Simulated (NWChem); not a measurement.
Species: InF₂ cation; SMILES [F][In+][F]

Computed with NWChem. def2 effective core potentials on In; no spin-orbit coupling. Each level has its own optimisation; frequencies are unscaled.

```tsv
level	r F–In (Å)	highest harmonic frequency (cm⁻¹)	lowest (cm⁻¹)	zero-point energy (kcal/mol)
PBE/def2-SVP (core potentials)	1.897	723	123	2.2
Hartree-Fock/STO-3G (all-electron, non-relativistic)	1.808	692	149	2.3
PBE0/def2-SVP (core potentials)	___	___	___	2.4
```

Task: What belongs in the gaps?

Result: 
- PBE0/def2-SVP (core potentials), r F–In (Å): 1.876
- PBE0/def2-SVP (core potentials), highest harmonic frequency (cm⁻¹): 759
- PBE0/def2-SVP (core potentials), lowest (cm⁻¹): 129
